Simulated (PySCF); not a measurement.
# Ionisation energy along the 9-electron series

Calculated with PySCF 2.14 and a two-component X2C-1e Hamiltonian (Gaussian nucleus, no Breit or QED terms), each ion in its own even-tempered basis scaled to its charge; GMP2 freezes nothing and drops the highest virtual spinors. Values in eV. NIST values: (m) measured, (s) semi-empirical, (t) theoretical.

```csv
ion,configuration,GHF (spin-free),GMP2 (spin-free),GHF (screened spin-orbit),GMP2 (screened spin-orbit),NIST
La⁴⁸⁺,[He] 2s2 2p5,9048.2,9049.8,8921.7,8923.2,8914 ± 4 (t)
Pr⁵⁰⁺,[He] 2s2 2p5,9788.2,9789.8,9640.7,9642.3,9632 ± 4 (t)
```

(1) Fill in the row of Ce⁴⁹⁺.

Results:

(1) configuration: [He] 2s2 2p5; GHF (spin-free): 9414.3; GMP2 (spin-free): 9416.0; GHF (screened spin-orbit): 9277.6; GMP2 (screened spin-orbit): 9279.2; NIST: 9269 ± 4 (t).
